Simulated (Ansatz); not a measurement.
Calculated with Ansatz (gas phase, PBE0-D4/def2-TZVP geometries, no zero-point term in ΔE). CBS: MP2 limit from def2 TZ/QZ plus the TZ coupled-cluster correction, frozen cores. This one scheme is used for every species. DFT in def2-TZVPP. One conformer a species, not always the lowest.

Reaction (substitution at a C–S bond): `OC(=S)S` + `N[SiH3]` → `OC(=S)N[SiH3]` + H₂S

| level | ΔE (kJ/mol) |
| --- | --- |
| B2PLYP | -52.2 |
| CCSD(T)/def2-TZVPP | -58.8 |
| SCS-MP2/def2-QZVPP | -52.9 |
| HF/CBS(def2) | -70.6 |

**Question.** What does CCSD(T)/CBS give? (Estimate.)

**Answer.** Ansatz gave: -55.6 kJ/mol. The listed levels differ from it by 3.4, -3.2, 2.7, -15.0 kJ/mol.

Largest T1 diagnostic among the species: 0.017.

From PBE to PBE0 (25 % exact exchange), in def2-TZVPP and without D4, ΔE moves by −8.3 kJ/mol. In def2-TZVPP, CCSD(T) changes the Hartree–Fock value by +12.1 kJ/mol (the triples alone add +3.2 kJ/mol) and MP2 by +16.8 kJ/mol. The D4 term adds −5.1 kJ/mol with B3LYP and −3.0 kJ/mol with PBE0; it sums over pairs of atoms, weighted by their polarisabilities, and B3LYP, whose exchange is more repulsive, gets the larger term.

B3LYP here is the variant with VWN-RPA as its local correlation; programs differ in this.
